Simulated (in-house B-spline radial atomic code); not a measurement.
Results of a calculation; reference values are marked as such.
## Ca⁺ at several levels of theory

Ground configuration [Ar] 4s1. All numbers come from an all-electron radial atomic-structure program (B-spline basis), all electrons, at the radial basis limit. Mean-field, RPA, GW and linear-response runs are scalar-relativistic (one-electron X2C), no spin-orbit coupling, without Breit or QED terms, open shells spin-polarised at highest spin; the many-body runs on Dirac-Hartree-Fock orbitals are four-component, and their energies hold both.

RPA overbinds a lone outer s electron by self-correlation, and G0W0 tends to as well.

**Ionisation energy.** The reference is 11.872 eV (NIST, measured).

```tsv
method	value (eV)	minus reference (eV)
minus the highest LDA VWN5 level	9.50	-2.37
LDA VWN5, difference of total energies	12.16	+0.29
minus the highest PBE level	9.34	-2.53
PBE, difference of total energies	12.04	+0.17
G0W0 on PBE	12.36	+0.49
exact exchange + RPA on PBE	12.47	+0.60
exact exchange + RPA + SOSEX on PBE	11.80	-0.07
minus the highest r2SCAN level	9.43	-2.44
r2SCAN, difference of total energies	11.72	-0.15
minus the highest PBE0 level	9.95	-1.92
PBE0, difference of total energies	11.92	+0.05
G0W0 on PBE0	12.33	+0.46
minus the highest B3LYP (VWN-RPA) level	9.90	-1.97
B3LYP (VWN-RPA), difference of total energies	12.15	+0.28
minus the highest CAM-B3LYP level	10.97	-0.90
minus the highest LC-wPBE level	11.78	-0.09
minus the highest Hartree-Fock level	11.38	-0.49
Hartree-Fock, difference of total energies	11.36	-0.51
G0W0 on Hartree-Fock	12.17	+0.30
MP2, difference of total energies	11.87	0.00
Brueckner orbital with screened correlation (4s1/2)	11.88	0.00
```

(1) Which methods come closest, and which lies farthest off?

Run times on one thread of shared hosts: mean field, RPA, SOSEX and G0W0 on PBE, for the atom and its ion, 4.1 s (Arm Neoverse V1); Brueckner orbitals with all properties, 64 s (Arm Neoverse V1).

Results:

(1) Closest: MP2, difference of total energies (0.00 eV) and Brueckner orbital with screened correlation (4s1/2) (0.00 eV). Farthest: minus the highest PBE level (-2.53 eV). The PBE level misses by -2.5 eV while the PBE energy difference misses by +0.17 eV: the semilocal potential lacks the −1/r tail and the energy is convex in the electron number, but total energies at whole numbers are far better.
